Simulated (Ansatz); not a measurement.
ClFH2SSn (`[F][SnH]([SH])[Cl]`), relaxed with RKS PBE-D4/def2-SVP in Ansatz from a rough embedded geometry. The force threshold is 0.03 eV/Å; the program also tests the step.

Charge 0, multiplicity 1. Sn takes the def2 core potential.

Start:

```xyz
6

F     1.313   -0.330   -1.891
Sn    0.026   -0.037   -0.551
S     0.964   -0.573    1.596
Cl   -0.675    2.196   -0.558
H    -1.386   -1.046   -0.869
H    -0.243   -0.210    2.274
```

(1) How much energy does the relaxation release, and in how many steps? (Best estimate.)

(2) Which bonds change most? (An estimate is asked.)

(3) Give the relaxed structure. (Estimate.)

Results:

(1) The calculation gave: 21.76 kJ/mol, in 17 steps, 3 of them rejected.

(2) Computed: F1–Sn2 from 1.881 to 1.956 Å; S3–H6 from 1.431 to 1.365 Å; Sn2–H5 from 1.765 to 1.720 Å; Sn2–Cl4 from 2.341 to 2.359 Å.

(3) The calculation gave: 
```xyz
6

F     1.410   -0.144   -1.597
Sn   -0.210   -0.191   -0.502
S     0.355   -0.923    1.730
Cl   -0.878    2.067   -0.373
H    -1.352   -1.166   -1.340
H     0.676    0.356    2.081
```
